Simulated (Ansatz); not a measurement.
Consider the formal exchange of groups at the Si–Al bond: `N[SiH2][AlH2]` + `[CH3][SnH3]` → `[CH3][SnH2][SiH2]N` + `[AlH3]`.

Computed with Ansatz on PBE0-D4/def2-TZVP structures; ΔE is electronic, products minus reactants. CCSD(T)/CBS is the MP2 limit (def2-TZVPP, def2-QZVPP) plus CCSD(T) − MP2 in def2-TZVPP, frozen cores. This one scheme is used for every species. Functionals use def2-TZVPP. Elements past krypton have def2 core potentials. For Sn outer-core shells are correlated without core-valence functions, which leaves a few kJ/mol of doubt a bond. Each species was taken in one conformer, which may not be the lowest.

```csv
level,ΔE (kcal/mol)
PBE0-D4,-4.4
ωB97X-V,-4.6
r2SCAN,-4.8
PBE0,-3.7
MP2/def2-TZVPP,-6.7
CCSD/def2-TZVPP,-4.5
MP2/def2-QZVPP,-7.6
SCS-MP2/def2-QZVPP,-6.8
```

(1) What does CCSD(T)/CBS give? (Best estimate.)

Largest T1 diagnostic among the species: 0.012.

Answers

(1) Ansatz gave: -6.1 kcal/mol. The listed levels differ from it by 1.7, 1.5, 1.3, 2.4, -0.6, 1.6, -1.5, -0.7 kcal/mol.

The D4 term adds −1.1 kcal/mol with B3LYP and −0.7 kcal/mol with PBE0; it sums over pairs of atoms, weighted by their polarisabilities, and B3LYP, whose exchange is more repulsive, gets the larger term.

B3LYP here is the variant with VWN-RPA as its local correlation; programs differ in this.
